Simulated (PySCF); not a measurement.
## C6H7FN: g tensor and hyperfine couplings

C₆H₇FN (doublet state).
SMILES with atom numbers: `[H]/[N:1]=[CH:2]\[C@@H:3]1[C:4]([F:5])[C:6]12[CH2:7][CH2:8]2` (hydrogens: H9 on N1; H10 on C2; H11 on C3; H12, H13 on C7; H14, H15 on C8)

Cartesian coordinates in Å at the GFN2-xTB level; atoms count from 1:
```xyz
15
C6H7FN angstrom
N      2.8439    0.9126    0.3136
C      1.7821    0.7242   -0.3283
C      0.9098   -0.4640   -0.2981
C      0.1735   -0.8768   -1.5335
F      0.0694   -2.1499   -1.9568
C     -0.5980   -0.2589   -0.5068
C     -1.8417   -0.4627    0.2884
C     -1.5129    0.8893   -0.2873
H      3.1290    0.1453    0.9219
H      1.4561    1.5273   -0.9829
H      1.2350   -1.2456    0.3877
H     -1.7329   -0.6064    1.3539
H     -2.6400   -1.0395   -0.1547
H     -2.0864    1.2440   -1.1311
H     -1.1913    1.6694    0.3865
```

The hyperfine couplings belong to this conformer and change with its torsions.

Computed with UKS B3LYP, pcH-1 on C F H N, non-relativistic, mean-field spin-orbit, GIAO in PySCF 2.14.0. Geometry: GFN2-xTB, one conformer, isolated molecule. A GFN2-xTB geometry isn't a minimum of the functional, and hyperfine couplings can be far from their values at a DFT geometry. No stability test was run, so a lower SCF solution isn't excluded.

```
g1, g2, g3                      : 2.00205, 2.00438, 2.00492
g_iso                           : 2.00378
Form of g                       : rhombic: the two nearest values differ by 19 % of g3 − g1
⟨S²⟩                            : 0.7529 (exact 0.7500)
α and β electrons               : 30, 29
HOMO–LUMO gap, α and β orbitals : 5.78, 4.58 eV
Basis functions                 : 270
```

Isotropic coupling and dipolar principal values T1 to T3, in mT (MHz turned into mT with g_iso):

| atom | isotope | a_iso | T1 | T2 | T3 | Mulliken spin population |
| --- | --- | --- | --- | --- | --- | --- |
| N1 | 14N | 0.00 | -0.04 | -0.02 | 0.06 | 0.00 |
| C2 | 13C | 0.69 | -0.09 | -0.07 | 0.17 | 0.01 |
| C3 | 13C | 0.09 | -0.28 | -0.16 | 0.44 | 0.03 |
| C4 | 13C | 15.78 | -2.45 | -2.25 | 4.70 | 0.81 |
| F5 | 19F | 7.99 | -8.35 | -7.37 | 15.72 | 0.07 |
| C6 | 13C | -0.04 | -0.36 | -0.13 | 0.49 | -0.01 |
| C7 | 13C | 0.19 | -0.13 | -0.11 | 0.24 | 0.03 |
| C8 | 13C | 0.81 | -0.19 | -0.17 | 0.36 | 0.04 |
| H9 | 1H | 0.00 | -0.05 | -0.03 | 0.09 | 0.00 |
| H10 | 1H | -0.04 | -0.14 | -0.10 | 0.23 | 0.00 |
| H11 | 1H | 0.28 | -0.22 | -0.07 | 0.29 | 0.01 |
| H12 | 1H | 0.67 | -0.11 | 0.00 | 0.11 | 0.01 |
| H13 | 1H | -0.08 | -0.10 | -0.05 | 0.15 | 0.00 |
| H14 | 1H | 0.24 | -0.14 | -0.02 | 0.17 | 0.01 |
| H15 | 1H | -0.15 | -0.11 | -0.07 | 0.18 | 0.00 |

The Mulliken spin populations are largest on C4 (+0.81) and F5 (+0.07). C4 is the only atom above +0.15. The angles at C4 add up to 313.9°, so it is pyramidal.

Under fast tumbling the dipolar parts average out, and these isotropic splittings remain (the largest six): 1 × 19F (F5, I = 1/2, 2 lines) with 7.99 mT, 1 × 1H (H12, I = 1/2, 2 lines) with 0.67 mT, 1 × 1H (H11, I = 1/2, 2 lines) with 0.28 mT, 1 × 1H (H14, I = 1/2, 2 lines) with 0.24 mT, 1 × 1H (H15, I = 1/2, 2 lines) with 0.15 mT and 1 × 1H (H13, I = 1/2, 2 lines) with 0.08 mT.

The 13C coupling of C4 (442.4 MHz) shows only in satellite lines or after enrichment, since that isotope makes up about 1.07 % of natural carbon.

β density exceeds α density at some nuclei, such as C6 (-0.0010), spin density in bohr⁻³. In a single determinant that takes different orbitals for the two spins, that is spin polarisation.
